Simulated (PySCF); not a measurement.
## Structure from NMR data

An unknown has the formula C$_{2}$H$_{10}$F$_{2}$Si$_{3}$. Its calculated NMR data are:

¹H NMR (400 MHz, computed): δ 6.27 (m, 1H), 4.06 (s, 9H).

¹³C{¹H} NMR (computed): δ 125.4 (CH), 6.7 (C).

How the numbers were obtained: structure optimised with GFN2-xTB, NMR shieldings at PBE0/pcSseg-1/GIAO, in PySCF (equivalent nuclei averaged, a single conformation, non-relativistic Hamiltonian, no solvent model).

Shifts are taken against calculated references (same method and geometry level): TMS for ¹H (σ = 31.72 ppm), ¹³C (σ = 186.93 ppm).

Q: Deduce the structure.

A: 
The formula gives 0 degrees of unsaturation. 2 carbon signals for 2 carbons: no two carbons are equivalent. Carbon types of the structure: 1 × C, 1 × CH, leaving 9 H on heteroatoms. δC 125.4: sp3 CH bonded to 2 F; 2 electronegative neighbours deshield it. δC 6.7: fully substituted sp3 carbon bonded to 3 Si; an electropositive neighbour leaves it electron-rich and shielded. δH 6.27: hydrogen on an sp3 CH bonded to 2 F; its carbon carries F, an electronegative neighbour. δH 4.06: hydrogen on a silicon bonded to C.

These data were computed for `FC(F)C([SiH3])([SiH3])[SiH3]`.

This is the structure that produced the data.

Splittings by ¹⁹F in the carbon and heteronuclear signals aren't shown, as no couplings were computed. Shifts are as computed. Against solution values, carbons near 30 ppm lie about +3 ppm off and those near 130 ppm about +5 ppm. Of 1309 compounds with measured shifts, 239 miss one by over three times the rms of a fit or turn the order of signals round; such compounds aren't used in these exercises. Multiplicities follow the n + 1 count of equivalent neighbours, as no J values were calculated; m marks all less simple cases, F and P coupling included.
